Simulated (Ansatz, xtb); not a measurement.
**C6H9N: which of two isomers lies lower**

Structure a is `CC1(C#N)CCC1`, a singlet and structure b is `C[C@@H]1CC[C@H]1C#N`, a singlet. Both are isolated molecules in the gas phase, relaxed with B3LYP-D3(BJ)/def2-SVP.

Q: Which of the two would you expect CCSD(T)/def2-SVP + ΔMP2/def2-TZVPP electronic energies to favour?

A: CCSD(T)/def2-SVP + ΔMP2/def2-TZVPP gives E(b) − E(a) = −1.47 kJ/mol, slightly favouring structure b, which is too small a margin to settle the true order.

How the difference moves with the method:

```csv
level,geometry,E(b) − E(a) (kJ/mol),departure from the last row (kJ/mol),"job, with rough time for the two"
GFN2-xTB,GFN2-xTB,−1.23,+0.25,"optimisation, 0.71 s"
HF/STO-3G,GFN2-xTB,−3.94,−2.47,"single point, 2.2 s"
r2SCAN-D4/def2-SVP,GFN2-xTB,−3.92,−2.45,"single point, 13 s"
B3LYP-D3(BJ)/def2-SVP,B3LYP-D3(BJ)/def2-SVP,−5.38,−3.91,"optimisation, 3.6 min"
HF/def2-SVP,B3LYP-D3(BJ)/def2-SVP,−6.78,−5.31,part of the CCSD(T) run
MP2/def2-SVP,B3LYP-D3(BJ)/def2-SVP,−1.76,−0.28,part of the CCSD(T) run
CCSD(T)/def2-SVP,B3LYP-D3(BJ)/def2-SVP,−2.19,−0.72,single point
CCSD(T)/def2-SVP + ΔMP2/def2-TZVPP,B3LYP-D3(BJ)/def2-SVP,−1.47,,"single point, 4.4 min"
```

As drawn, both hold the same kinds of bond in the same numbers.

The largest departure from CCSD(T)/def2-SVP + ΔMP2/def2-TZVPP is that of HF/def2-SVP, 5.31 kJ/mol. The last row adds to CCSD(T) the change of the MP2 difference between the two basis sets, here +0.72 kJ/mol.

With thermal terms from frequencies at re-optimised GFN2-xTB minima (ideal gas, soft modes damped towards free rotors, one conformer each, 298.15 K, 1 atm): the zero-point term adds +0.65 kJ/mol; ΔH is −1.18 and ΔG −0.96 kJ/mol.

The correlated steps freeze 7 core orbitals. Mirror images aren't counted in ΔG. Run with Ansatz 0.2.0, xtb 6.7.1; the last row on 2 threads of Intel(R) Xeon(R) Processor @ 2.50GHz (Skylake/Cascade Lake) on a shared host.
